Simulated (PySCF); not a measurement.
**Adding and removing an electron: ZnF**

PBE0; Zn cc-pVDZ-PP with ECP10, F cc-pVDZ; scalar-relativistic core potentials (PySCF 2.14). Neutral (UKS): doublet (σ ↑), Re = 1.767 Å, ωe = 642 cm⁻¹, De = 2.80 eV, HOMO -6.76 eV, LUMO -3.57 eV.

ZnF⁺ (UKS): singlet (closed shell), Re = 1.702 Å, ωe = 741 cm⁻¹, De = 2.76 eV to Zn⁺ + F. The energies at the minima are -326.78285 hartree for ZnF and -326.43867 for ZnF⁺.

Work out the adiabatic ionisation energy, without and with harmonic zero-point energies (1 hartree = 27.2114 eV, 1 eV = 8065.5 cm⁻¹), and the change of the bond length.

At PBE0: 0.34418 hartree = 9.366 eV between the minima; the zero-point term (741.0 − 642.0)/2 cm⁻¹ = +0.006 eV makes it 9.372 eV. Re changes by -6.5 pm against the neutral. The electron leaves a σ orbital, and the shorter bond of the ion fits an antibonding orbital, or a change in how ionic the bond is.

For an ion De counts to the pair picked by the measured ionisation energies or electron affinities, which need not be the lowest pair at this level. States were picked by a PBE0 search and need not be the measured ground states.
